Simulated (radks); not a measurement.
Question: These are the eigenvalues of the occupied orbitals of an atom or ion with whole-number occupations (eV). Calculated with a radial shooting solver on a logarithmic mesh with Libxc functionals: scalar-relativistic Kohn-Sham, SCAN, spin-polarised, spherical densities, finite nucleus; meta-GGA in the generalised Kohn-Sham scheme; Fermi nuclear charge, rms radius of each element as measured or else 0.836 A^(1/3) + 0.57 fm.

1s: -21471.64
2s: -4336.897
2p: -4052.425
3s: -1704.079

Which element is it, and in what charge state? The configuration may be excited. Open shells, if any, are filled with parallel spins first.

Answer: Z = 42, molybdenum, charge +30: Mo30+ in [Ne] 3s2. The list shows which subshells hold electrons but not how many an open one holds; the 1s level, -789.07 hartree, gives Z - s = 39.7 by -(Z - s)^2/2, which with screening and relativity narrows Z to a few neighbours, and the depths of the outer levels then fix element, charge and occupations together.
